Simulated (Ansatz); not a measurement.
Born–Oppenheimer molecular dynamics of BBrClH4NO (9 atoms, charge 0, multiplicity 1). It starts at the highest image of a converged band. Of that band: The profile has 2 maxima (images 5, 7) with wells between them (image 6): this band takes more than one step, which may be the mechanism or a detour left from its start path. A vibrational analysis at the climbing image gives one clearly imaginary mode, 297i cm⁻¹: a first-order saddle point.

All numbers below come from Ansatz 0.2.0, RKS PBE-D4/def2-SVP.

- ensemble: NVE (velocity Verlet)
- time step: 0.5 fs
- steps asked: 200
- starting velocities drawn for: 100 K
- seed: 8902

Frames 2.5 fs apart, positions in Å, forces in eV/Å.

Velocities at 0 fs (Å/ps):

```
B 1.11 -1.37 2.75
O -0.02 -0.41 2.34
H 4.64 -5.55 18.29
N -0.36 0.45 -3.33
H 10.29 -11.49 -5.05
H -1.58 6.25 3.19
Cl 1.02 1.99 -0.16
Br -0.56 -0.57 -0.60
H -11.85 1.41 16.39
```

```xyz
9
Properties=species:S:1:pos:R:3:forces:R:3 time_fs=0 energy_less_start_eV=0.000 T=100
B 0.149 0.606 0.026 0.00 0.00 0.00
O 0.045 -0.176 1.480 0.00 0.00 0.00
H -0.875 -0.533 1.443 0.00 0.00 0.00
N 1.348 0.149 -0.620 0.01 0.00 -0.01
H 1.851 -0.652 -0.240 0.00 0.00 0.00
H 1.421 0.214 -1.634 0.00 0.00 0.00
Cl -1.510 0.255 -0.753 0.00 0.00 0.00
Br 0.153 2.565 0.772 0.00 0.00 0.00
H 0.002 0.628 2.071 0.00 0.00 0.00
9
Properties=species:S:1:pos:R:3:forces:R:3 time_fs=2.5 energy_less_start_eV=0.026 T=72
B 0.152 0.602 0.033 -0.08 0.00 -0.06
O 0.045 -0.177 1.486 0.02 0.55 0.59
H -0.866 -0.549 1.487 -0.12 -0.14 -0.19
N 1.347 0.150 -0.627 0.39 -0.70 0.81
H 1.870 -0.670 -0.257 -0.47 0.70 -0.29
H 1.417 0.230 -1.632 0.01 0.03 -0.40
Cl -1.508 0.260 -0.753 0.02 -0.01 0.02
Br 0.152 2.563 0.770 0.02 -0.01 0.03
H -0.026 0.625 2.106 0.21 -0.42 -0.51
9
Properties=species:S:1:pos:R:3:forces:R:3 time_fs=5 energy_less_start_eV=0.023 T=75
B 0.154 0.599 0.039 -0.09 0.06 -0.19
O 0.045 -0.176 1.494 -0.21 -0.05 0.33
H -0.861 -0.571 1.519 0.13 -0.07 -0.32
N 1.348 0.148 -0.632 -0.16 0.15 -0.01
H 1.866 -0.655 -0.287 0.06 -0.11 0.10
H 1.413 0.247 -1.648 -0.05 -0.01 0.18
Cl -1.505 0.265 -0.753 0.03 -0.04 0.05
Br 0.150 2.562 0.769 0.04 -0.02 0.03
H -0.041 0.603 2.114 0.26 0.09 -0.17
9
Properties=species:S:1:pos:R:3:forces:R:3 time_fs=7.5 energy_less_start_eV=0.044 T=52
B 0.156 0.596 0.045 -0.07 0.09 -0.28
O 0.044 -0.175 1.504 -0.12 -0.72 -0.21
H -0.851 -0.598 1.533 0.18 0.01 -0.32
N 1.349 0.146 -0.636 -0.60 0.77 -0.35
H 1.865 -0.646 -0.313 0.44 -0.70 0.35
H 1.407 0.264 -1.656 -0.07 -0.03 0.37
Cl -1.502 0.270 -0.754 0.03 -0.07 0.07
Br 0.149 2.560 0.767 0.06 -0.03 0.03
H -0.042 0.587 2.114 0.15 0.68 0.34
9
Properties=species:S:1:pos:R:3:forces:R:3 time_fs=10 energy_less_start_eV=0.032 T=65
B 0.157 0.593 0.049 -0.08 0.05 -0.26
O 0.043 -0.176 1.512 0.31 -0.04 0.02
H -0.831 -0.625 1.529 -0.13 0.00 -0.18
N 1.347 0.148 -0.642 0.05 -0.32 0.72
H 1.885 -0.669 -0.321 -0.27 0.36 -0.08
H 1.397 0.278 -1.646 -0.01 0.01 -0.26
Cl -1.500 0.275 -0.754 0.01 -0.09 0.08
Br 0.148 2.559 0.766 0.08 -0.03 0.08
H -0.033 0.604 2.128 0.04 0.05 -0.12
9
Properties=species:S:1:pos:R:3:forces:R:3 time_fs=12.5 energy_less_start_eV=0.049 T=46
B 0.158 0.591 0.051 -0.07 0.01 -0.20
O 0.043 -0.178 1.521 0.48 0.43 0.11
H -0.818 -0.651 1.514 -0.18 0.13 -0.01
N 1.345 0.148 -0.645 0.20 -0.51 0.79
H 1.891 -0.675 -0.333 -0.43 0.59 -0.17
H 1.386 0.293 -1.647 0.02 -0.03 -0.24
Cl -1.497 0.280 -0.754 -0.01 -0.12 0.08
Br 0.146 2.557 0.764 0.10 -0.02 0.12
H -0.023 0.625 2.136 -0.11 -0.49 -0.48
9
Properties=species:S:1:pos:R:3:forces:R:3 time_fs=15 energy_less_start_eV=0.052 T=42
B 0.159 0.588 0.052 -0.04 0.06 -0.19
O 0.045 -0.178 1.530 0.37 -0.24 -0.50
H -0.814 -0.668 1.498 0.05 0.36 0.11
N 1.343 0.146 -0.644 -0.49 0.64 -0.25
H 1.877 -0.653 -0.352 0.31 -0.49 0.23
H 1.375 0.306 -1.660 0.01 -0.12 0.39
Cl -1.494 0.284 -0.754 -0.05 -0.15 0.09
Br 0.145 2.556 0.763 0.11 -0.01 0.12
H -0.019 0.623 2.119 -0.27 -0.03 0.00
9
Properties=species:S:1:pos:R:3:forces:R:3 time_fs=17.5 energy_less_start_eV=0.057 T=37
B 0.159 0.587 0.053 -0.04 0.13 -0.14
O 0.048 -0.179 1.538 0.48 -0.68 -0.95
H -0.808 -0.665 1.489 -0.06 0.27 0.14
N 1.340 0.147 -0.645 -0.39 0.52 -0.06
H 1.876 -0.655 -0.359 0.28 -0.44 0.22
H 1.366 0.313 -1.654 0.03 -0.10 0.15
Cl -1.492 0.288 -0.753 -0.09 -0.18 0.09
Br 0.144 2.554 0.762 0.11 0.00 0.12
H -0.030 0.619 2.103 -0.32 0.47 0.43
9
Properties=species:S:1:pos:R:3:forces:R:3 time_fs=20 energy_less_start_eV=0.051 T=44
B 0.159 0.585 0.052 -0.10 0.14 -0.02
O 0.053 -0.182 1.542 0.48 0.18 -0.41
H -0.807 -0.647 1.487 -0.30 0.02 0.07
N 1.335 0.149 -0.645 0.43 -0.65 0.80
H 1.889 -0.677 -0.355 -0.44 0.61 -0.15
H 1.359 0.313 -1.641 0.07 -0.02 -0.45
Cl -1.489 0.292 -0.753 -0.14 -0.20 0.08
Br 0.143 2.553 0.761 0.10 0.03 0.16
H -0.060 0.636 2.106 -0.11 -0.12 -0.08
9
Properties=species:S:1:pos:R:3:forces:R:3 time_fs=22.5 energy_less_start_eV=0.048 T=47
B 0.159 0.585 0.051 -0.12 0.17 0.05
O 0.060 -0.185 1.544 -0.16 0.56 0.00
H -0.822 -0.626 1.490 0.02 0.01 -0.02
N 1.332 0.150 -0.643 0.36 -0.32 0.15
H 1.881 -0.670 -0.357 -0.22 0.30 -0.03
H 1.356 0.312 -1.650 0.05 -0.08 0.01
Cl -1.487 0.295 -0.752 -0.20 -0.21 0.07
Br 0.142 2.551 0.760 0.09 0.06 0.18
H -0.096 0.648 2.106 0.19 -0.49 -0.41
9
Properties=species:S:1:pos:R:3:forces:R:3 time_fs=25 energy_less_start_eV=0.063 T=31
B 0.158 0.585 0.051 -0.08 0.24 0.03
O 0.066 -0.186 1.546 -0.63 0.01 -0.26
H -0.835 -0.605 1.492 0.34 -0.04 -0.11
N 1.331 0.149 -0.640 -0.25 0.69 -0.67
H 1.862 -0.649 -0.360 0.48 -0.72 0.34
H 1.355 0.306 -1.658 0.01 -0.12 0.44
Cl -1.485 0.299 -0.752 -0.25 -0.23 0.06
Br 0.141 2.550 0.759 0.08 0.09 0.17
H -0.121 0.635 2.084 0.30 0.08 0.01
9
Properties=species:S:1:pos:R:3:forces:R:3 time_fs=27.5 energy_less_start_eV=0.065 T=28
B 0.156 0.587 0.051 -0.03 0.25 0.00
O 0.070 -0.187 1.547 -0.38 -0.29 -0.56
H -0.831 -0.587 1.486 0.06 -0.29 -0.16
N 1.328 0.151 -0.639 0.24 -0.10 0.13
H 1.865 -0.661 -0.345 0.03 -0.04 0.10
H 1.355 0.294 -1.645 0.03 -0.03 -0.15
Cl -1.484 0.301 -0.751 -0.29 -0.25 0.05
Br 0.141 2.549 0.758 0.07 0.12 0.17
H -0.130 0.628 2.064 0.28 0.62 0.42
```

Of the whole run (100 fs, mean temperature of the second half 96 K): The conserved energy stayed within 0.062 meV per atom of its start (net change 0.0098 meV per atom), so the integration is sound. A run of 0.1 ps of so small a system gives no equilibrium averages. The orbitals stay closed-shell, which can raise the energy where a bond breaks towards radicals; this wasn't checked here.

Time of the run: 4.3 min on 4 threads of Arm Neoverse V1 (shared host), peak memory 0.17 GiB.
